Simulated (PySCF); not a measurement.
**TiN: one state, many levels of theory**

State: ²Σ⁺ (doublet), unpaired electrons σ ↑. Set-up: PySCF, no relativity, basis sets Ti def2-TZVPPD, N def2-TZVPPD. De refers to Ti (3d2 4s2) + N in their high-spin ground configurations, without counterpoise correction. The functionals are run spin-unrestricted. A positive dipole means Ti(−)N(+). Levels whose curve was spin-contaminated or gave no clean fit are not listed.

```tsv
Level	Re (Å)	ωe (cm⁻¹)	De (eV)	μ (D)
PBE	1.570	1104	n/a	-3.31
PBEsol	1.562	1123	n/a	-3.28
TPSS	1.573	1100	n/a	-3.31
r²SCAN	1.559	1137	n/a	-3.30
PBE0	1.539	1179	n/a	-3.29
M06	1.539	1165	n/a	-3.57
MN15	1.533	1199	n/a	-3.31
M06-2X	1.526	1241	n/a	-3.29
ωB97X	1.527	1221	n/a	-3.22
```

The bond length runs from 1.526 Å (M06-2X) to 1.573 Å (TPSS).

De is left out where the level can put another filling of the metal’s s and d shells below the measured ground configuration, by anything from nothing to about 1 eV. With d or f electrons several states lie close, and the lowest PBE0 determinant need not be the measured ground state.

The whole job (state search and all levels along the bond) took about 26 min on 2 threads of Arm Neoverse V2 (shared host), peak memory 5.8 GiB.
